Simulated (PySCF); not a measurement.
Excitations are Tamm–Dancoff values on a coarser integration grid. The basis has no diffuse functions, so Rydberg states are missing or too high.

Cartesian coordinates (Å):
```xyz
4

I     -1.2567    -2.1042     0.0007
Al    -0.0024     0.0006     0.0001
I     -1.1998     2.1382    -0.0001
I      2.4475    -0.0322    -0.0007
```
Charge 0, multiplicity 1.

Give the T1 excitation (TDA), total energy, S1 excitation (TDA), HOMO and S1–T1 gap (TDA) at the level PBE0-D3(BJ)/def2-TZVP (PySCF 2.14.0).


| Quantity | Value |
|---|---|
| T1 excitation (TDA) | 4.37 eV |
| total energy | -1135.6860 Ha |
| S1 excitation (TDA) | 4.63 eV |
| HOMO | -7.73 eV |
| S1–T1 gap (TDA) | 0.26 eV |
